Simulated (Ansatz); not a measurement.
A nudged elastic band was laid between two geometries of CH$_{3}$PSSe (7 atoms, charge 0, multiplicity 1).

Method: RKS LDA/def2-SVP (Ansatz).

```json
{
 "movable images": "5",
 "climbing image": "yes",
 "spring": "5.0 eV/Å²",
 "optimiser": "quadratic models (default)",
 "start path": "through a guess of the saddle point",
 "force threshold": "0.05 eV/Å",
 "iteration limit": "60",
 "end points": "relaxed"
}
```

First end point:

```xyz
7
Properties=species:S:1:pos:R:3
P -0.281 1.512 -0.167
S -0.693 -0.527 0.408
C 0.765 -1.284 -0.100
Se 1.054 -3.010 0.095
H -1.560 1.737 -0.796
H -0.731 2.094 1.075
H 1.507 -0.590 -0.560
```

Last end point:

```xyz
7
Properties=species:S:1:pos:R:3
P -0.501 1.897 0.143
S -0.553 -0.215 0.690
C 0.767 -0.738 -0.195
Se 1.089 -2.533 -0.060
H -1.560 1.786 -0.835
H -1.463 2.253 1.167
H 2.282 -2.518 -0.957
```

Q: Which bonds break or form, and what moves?

A: Bonds broken: C3–H7. Bonds formed: Se4–H7.

Q: Give the energies along the band, and the barrier.

A: The run ended unconverged. The highest image is number 2 of 0 to 6, 2.23 eV above the first end and 0.38 eV above the last; the last end lies 1.85 eV above the first. The band didn't meet its force threshold, so its energies are provisional: the largest band force was still 0.36 eV/Å, and over the last iterations the top stayed at 2.23 eV. Neighbouring images lie up to 2.9 Å apart, so the band is torn or far too coarse. Inner images lie below an end point, which means an intermediate or an end that isn't the lowest structure nearby. The orbitals stay closed-shell, which can raise the energy where a bond breaks towards radicals; this wasn't checked here.

```json
{"image": "0", "path coordinate (Å)": "0.00", "energy (eV)": "0.00", "C3–H7 (Å)": "1.12", "Se4–H7 (Å)": "2.55"}
{"image": "1", "path coordinate (Å)": "1.62", "energy (eV)": "0.47", "C3–H7 (Å)": "1.11", "Se4–H7 (Å)": "2.50"}
{"image": "2", "path coordinate (Å)": "3.25", "energy (eV)": "2.23", "C3–H7 (Å)": "1.15", "Se4–H7 (Å)": "2.15"}
{"image": "3", "path coordinate (Å)": "6.09", "energy (eV)": "0.29", "C3–H7 (Å)": "2.72", "Se4–H7 (Å)": "1.52"}
{"image": "4", "path coordinate (Å)": "8.99", "energy (eV)": "0.21", "C3–H7 (Å)": "2.56", "Se4–H7 (Å)": "1.49"}
{"image": "5", "path coordinate (Å)": "11.88", "energy (eV)": "1.92", "C3–H7 (Å)": "2.45", "Se4–H7 (Å)": "1.50"}
{"image": "6", "path coordinate (Å)": "14.77", "energy (eV)": "1.85", "C3–H7 (Å)": "2.46", "Se4–H7 (Å)": "1.49"}
```

Time of the run: 3.8 min on 2 threads of Intel(R) Xeon(R) CPU @ 2.80GHz (Skylake/Cascade Lake) (shared host), peak memory 0.18 GiB.
